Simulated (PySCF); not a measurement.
## W⁶⁷⁺: ionisation energy

W⁶⁷⁺ [He] 2s2 2p3 (4S) → W⁶⁸⁺ [He] 2s2 2p2 (3P), as a difference of total energies. Computed with PySCF 2.14 in an even-tempered Gaussian basis (18 s from 47 bohr⁻², ratio 2.2; 13 p from 61 bohr⁻², ratio 2.2; 5 d from 230 bohr⁻², ratio 2.4; 5 f from 340 bohr⁻², ratio 2.4; 4 g from 510 bohr⁻², ratio 2.4), with scalar relativity by spin-free X2C-1e. Correlated levels: nothing frozen; virtual orbitals above 40 to 60 times the deepest correlated orbital energy dropped. The calculations carry no spin-orbit coupling.

```csv
method,ionisation energy (eV)
UHF,17146.4
LDA,17137.5
PBE,17140.0
PBE0,17141.9
r2SCAN,17146.9
PBEsol,17138.0
B3LYP,17142.7
MP2 (all electrons),17146.6
SCS-MP2 (all electrons),17146.1
```

Spin-orbit coupling is strong in these open shells (close to jj coupling). The scalar numbers leave it out and a first-order estimate fails, so it can dominate the gap to the real levels.

The ground level that NIST lists for one species does not belong to the high-spin term computed here, so part of any gap is the choice of state.

For this ion Breit and QED terms and the two-electron picture change, all absent here, outweigh the differences among the correlated methods.

For comparison: 16588 ± 11 eV (semi-empirical (NIST evaluation); NIST Atomic Spectra Database, ionization energies).
